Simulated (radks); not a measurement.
Values are calculated unless marked as measured or tabulated.
Isoelectronic series with 5 electrons, each ion in its NIST ground configuration. Code: a radial shooting solver on a logarithmic mesh with Libxc functionals. Model: non-relativistic Kohn-Sham, PBE, spin-polarised, spherical densities, point nucleus; open shells are filled with parallel spins first. Total energies (hartree) and screening constants sigma, defined by e = -(Z - sigma)^2 / (2 n^2) hartree (* marks an orbital that is empty in some or all of the ions):

ion	configuration	E (hartree)	2p down*	2p up	2s down	2s up	1s down
B	[He] 2s2 2p1	-24.60538	4.069	3.913	3.401	3.294	1.361
O3+	[He] 2s2 2p1	-71.15409	3.687	3.586	3.218	3.130	1.439
Si9+	[He] 2s2 2p1	-238.56414	3.575	3.480	3.137	3.057	1.477
Cl12+	[He] 2s2 2p1	-359.40052	3.555	3.461	3.122	3.043	1.484
Ca15+	[He] 2s2 2p1	-504.98834	3.542	3.448	3.112	3.033	1.489
V18+	[He] 2s2 2p1	-675.32699	3.533	3.439	3.105	3.027	1.492
Fe21+	[He] 2s2 2p1	-870.41617	3.526	3.432	3.099	3.022	1.495
